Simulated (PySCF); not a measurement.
## Spinor energies of Ni⁻ (nickel, charge -1)

Start: [Ar] 3d9 4s2; 3d3/2 filled at m_j = -3/2, -1/2, +1/2, +3/2; 3d5/2 filled at m_j = -3/2, -1/2, +1/2, +3/2, +5/2. Calculated with PySCF 2.14 in x2c-TZVPall-2c with one added diffuse shell each of s, p, d type (7s8p5d1f, 63 functions): generalised Hartree-Fock with the X2C-1e Hamiltonian and a Gaussian nucleus; one run each with spin-orbit coupling (SO) switched off, then screened by Boettger's factors.

| spinor shell | electrons | ε, spin-free (eV) | ε, screened SO (eV) | weight of nominal j (screened SO) | rms radius, screened SO (bohr) |
| --- | --- | --- | --- | --- | --- |
| 1s1/2 | 2 | -8391.5 | -8391.4 | 1.000 | 0.0624 |
| 2s1/2 | 2 | -1039.3 | -1039.2 | 1.000 | 0.265 |
| 2p1/2 | 2 | -888.53 | -900.79 | 0.999 | 0.236 |
| 2p3/2 | 4 | -888.53 | -882.53 | 1.000 | 0.239 |
| 3s1/2 | 2 | -124.63 | -124.61 | 1.000 | 0.799 |
| 3p1/2 | 2 | -78.748 | -81.395 | 0.942 | 0.850 |
| 3p3/2 | 4 | -78.748 | -77.438 | 0.971 | 0.860 |
| 3d3/2 | 4 | -6.786 | -7.397 | 0.797 | 1.22 |
| 3d5/2 | 5 | -6.786 | -6.303 | 0.837 | 1.27 |
| 4s1/2 | 2 | -0.528 | -0.529 | 1.000 | 5.05 |

```json
{"quantity": "E (hartree)", "spin-free": "-1519.00246", "screened SO": "-1519.03777"}
{"quantity": "M_J", "spin-free": "5/2", "screened SO": "5/2"}
{"quantity": "⟨J²⟩", "spin-free": "8.776", "screened SO": "8.777"}
{"quantity": "⟨L²⟩", "spin-free": "6.011", "screened SO": "6.013"}
{"quantity": "⟨S²⟩", "spin-free": "0.765", "screened SO": "0.767"}
```

Each row is a mean over spinors that exchange with the open shell spreads, by up to 6.774 eV (3p3/2).

Rows whose weight is well below 1 are mixtures of j = l ± 1/2: exchange outweighs spin-orbit coupling there, and the label is only the starting occupation.

Without spin-orbit coupling the j labels of p, d and f shells carry no meaning; the spin-free column gives the mean over the occupied spinors of each nl shell.
